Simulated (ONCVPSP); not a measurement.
**Reading a pseudo-wave (carbon (C))**

Columns: radius, all-electron u(r) and pseudo u(r) of the 2s shell (level -13.76 eV) of carbon in the configuration [He] 2s1.75 2p2.25; LDA (Perdew-Zunger), scalar-relativistic, ONCV scheme, ONCVPSP 4.0.1.

```tsv
r (bohr)	all-electron	pseudo
0.098	-0.3301	0.0453
0.195	-0.3204	0.0976
0.292	-0.1719	0.1634
0.390	0.0229	0.2462
0.488	0.2161	0.3420
0.585	0.3852	0.4436
0.682	0.5248	0.5450
0.780	0.6344	0.6387
0.878	0.7145	0.7149
0.975	0.7682	0.7682
1.072	0.8002	0.8002
1.170	0.8144	0.8144
1.268	0.8140	0.8140
1.365	0.8024	0.8024
1.463	0.7821	0.7821
1.560	0.7557	0.7557
1.658	0.7245	0.7245
1.755	0.6907	0.6907
1.852	0.6551	0.6550
1.950	0.6182	0.6182
2.047	0.5815	0.5815
2.145	0.5449	0.5449
2.242	0.5095	0.5095
2.340	0.4749	0.4749
2.438	0.4416	0.4416
2.535	0.4102	0.4102
```

Problem. How many radial nodes do the two functions have?

Solution. The all-electron 2s function has n − l − 1 = 1; the pseudo-wave has 0, since the states of the same l below it are removed with the core.

Problem. At about which radius was the pseudo-wave matched?

Solution. 1.05 bohr. The columns agree to 0.0005 from 0.88 bohr on; several derivatives are matched, so the curves merge somewhat inside the radius.

Problem. Is the pseudo-wave norm-conserving?

Solution. Yes: the ONCV scheme keeps the norm inside the radius equal to the all-electron one, which fixes the energy derivative of the logarithmic derivative at the level.
